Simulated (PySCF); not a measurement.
## State search for HgO

Unrestricted PBE0; PySCF, scalar-relativistic core potentials, basis sets Hg cc-pVDZ-PP with ECP60, O cc-pVDZ. Outer shells of the fragments: Hg 5d10 6s2; O 2s2 2p4.

Followed along the bond (rough minima from three points):

```csv
2Ms+1,unpaired,⟨S²⟩ at the start,R at minimum (Å),Te (eV)
3,"σ ↑, π ↑",2.01,2.24,0.00
1,"σ ↓, π ↑",1.01,2.14,0.39
1,none,0.00,1.90,0.61
```

Solutions found at the starting distance of 1.975 Å, counted from the lowest of them; the search is not exhaustive and high or unbound solutions are not listed, so other states can lie among these:

```csv
2Ms+1,unpaired,term,E (eV),⟨S²⟩,⟨Lz²⟩,μ (D)
3,"σ ↑, π ↑",³Π,0.00,2.01,1.01,-1.41
1,"σ ↓, π ↑",mixed,0.31,1.01,1.01,-1.66
1,none,¹Σ⁺,0.47,0.00,0.00,-4.39
3,π ↑↑,³Σ⁻,2.19,2.01,0.00,2.35
3,σ ↑↑,³Σ⁺,2.47,2.00,0.00,-3.27
1,π ↑↓,mixed,2.86,1.00,2.01,2.16
1,none,mixed,4.66,0.00,2.00,1.60
3,π ↑↑,mixed,4.68,2.01,2.01,-2.13
1,π ↑↓,mixed,4.74,1.16,2.01,-1.77
3,π ↑↑,mixed,4.84,2.00,2.01,-2.08
```

A term symbol is given only where ⟨S²⟩ and ⟨Lz²⟩ are close to those of a pure state; real π, δ and φ orbitals otherwise mix terms. A positive dipole means Hg(−)O(+).

Problem. Compare the gap between the two lowest followed solutions at the starting distance with the gap between their minima.

Solution. At PBE0 the second solution (Ms = 0 of mixed spin, unpaired electrons σ ↓, π ↑) lies +0.31 eV from the first (triplet, unpaired electrons σ ↑, π ↑) at 1.975 Å and +0.39 eV at the minima; the two curves relax by different amounts, since their minima lie near 2.14 and 2.24 Å.

Spin–orbit coupling is left out. Counting both spins, an empty level lies below a filled one in some of these solutions, because spin and occupation are held.
